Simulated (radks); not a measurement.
Q: Ionisation of the scandium ion Sc+, [Ar] 3d1 4s1, to [Ar] 3d1 as the strength of local exchange is varied. All-electron calculation, scalar-relativistic Kohn-Sham, Slater X-alpha exchange (alpha = 2/3 is LDA exchange), no correlation, spin-unpolarised, spherical densities, point nucleus. Program: a radial shooting solver on a logarithmic mesh with Libxc functionals.

alpha  E(Sc+) (hartree)  exchange (hartree)  IE (eV)  -e of the level emptied (eV)  <r> of it (bohr)
0.645        -759.27446           -34.06261   11.943                    8.921 (4s)             3.415
0.667        -760.43756           -35.27143   12.062                    9.040 (4s)             3.398
0.81         -768.03540           -43.20286   12.852                    9.845 (4s)             3.290
0.873        -771.40337           -46.73777   13.209                   10.213 (4s)             3.245
0.946        -775.32171           -50.86475   13.631                   10.650 (4s)             3.193
?            -766.54257           -41.63976   12.695                    9.684 (4s)             3.311

Which alpha was used in the last row?

A: alpha = 0.782. NIST Atomic Spectra Database: 12.800 eV (measured). The Delta-SCF value meets it near alpha = 0.80. Spin polarisation and multiplet splitting are left out, so open shells lie too high by an amount that depends on their filling.

Beside tabulated values, note that spin-unpolarised runs miss the spin-polarisation part of the exchange energy of open shells.
